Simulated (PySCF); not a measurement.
An unknown shows these calculated signals:

¹H NMR (400 MHz, computed): δ 7.66 (t, 1H), 4.58 (m, 2H), 4.53 (q, 2H), 1.34 (t, 3H), 0.30 (t, 3H).

¹³C{¹H} NMR (computed): δ 167.3 (C), 150.5 (C), 147.2 (CH), 64.2 (CH2), 16.1 (CH3), -7.4 (CH3).

Theory: GFN2-xTB structure, GIAO PBE0/pcSseg-1 shieldings, in PySCF 2.14.0 with density-fitted response routines (gas phase, relativity neglected, single conformer, rapidly exchanging positions averaged).

Referencing at the same level of theory: ¹H (31.72 ppm), ¹³C (186.93 ppm) vs TMS.

**Question.** Which of these does the molecule contain: a C≡C triple bond, an S-methyl group, a Si–CH3 group, an ester, a CH3CH2 unit, a tert-butyl group?

**Answer.** 
- A C≡C triple bond: no.
- An S-methyl group: no.
- A Si–CH3 group: yes (δC -7.4; δH 0.30 (t)).
- An ester: yes (δC 167.3).
- A CH3CH2 unit: yes (δC 16.1, 64.2; δH 1.34 (t), 4.53 (q)).
- A tert-butyl group: no.

The data belong to SMILES C(C)OC(=O)/C(Cl)=C/[SiH2]C, C6H11ClO2Si; they needn't prove each group on their own.

Carbon signals by region: 1 in the far downfield region (above 160 ppm), 2 in the sp2 and nitrile region (100–160 ppm), 1 at 50–100 ppm, 2 below 50 ppm. Above 160 ppm: 167.3, ester carbonyl carbon.

Carbons that carry Cl, above all several Cl atoms, come out too deshielded, partly because spin–orbit coupling is missing. Shifts are as computed. Against solution values, carbons near 30 ppm lie about +3 ppm off and those near 130 ppm about +5 ppm; carbons on Cl a further +6 ppm. Of 1211 compounds with measured shifts, 218 miss one by over three times the rms of a fit or turn the order of signals round; such compounds aren't used in these exercises. Multiplicities follow the n + 1 count of equivalent neighbours, as no J values were calculated; m marks all less simple cases, F and P coupling included.
